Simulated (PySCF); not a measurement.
# Polarisability and C₆ of Te(2+) (tellurium, charge +2)

[Kr] 4d10 5s1 5p3, high-spin 5S determinant (an excited configuration). Calculation: PySCF 2.14, in aug-cc-pwCVTZ-PP with ECP28MDF (8s7p6d4f1g, 96 functions); a scalar-relativistic core potential. Coupled (time-dependent) response in atomic units; α is the mean over directions.

```json
{"method": "UHF", "mean α (bohr³)": "13.97", "C₆ (like pair)": "92.04", "S(−4)": "44.18"}
{"method": "PBE", "mean α (bohr³)": "14.28", "C₆ (like pair)": "94.61", "S(−4)": "47.28"}
{"method": "PBE0", "mean α (bohr³)": "14.09", "C₆ (like pair)": "93.01", "S(−4)": "45.56"}
{"method": "wB97X-V", "mean α (bohr³)": "14.12", "C₆ (like pair)": "93.30", "S(−4)": "45.92"}
```

S(−4) is the Cauchy moment in α(ω) = α(0) + S(−4) ω² + …

α(iu) at wB97X-V:

```
u (hartree)  α(iu) (bohr³)
          0          14.12
     0.0500          14.01
      0.100          13.68
      0.200          12.52
      0.300          11.02
      0.500          8.115
      0.750          5.600
       1.00          4.096
       1.50          2.555
       2.00          1.811
       3.00          1.092
       5.00         0.5324
```

A single London oscillator, α(iu) = α/(1 + u²/ω²), gives C₆ = (3/4) ω α². Matching the computed C₆ needs ω = 4 × 93.30 / (3 × 14.12²) = 0.624 hartree.

For an ion, C₆ is the dispersion term alone; charge-induced terms of lower order in 1/R come first.

Energies and moments cover only the electrons outside the core potential.
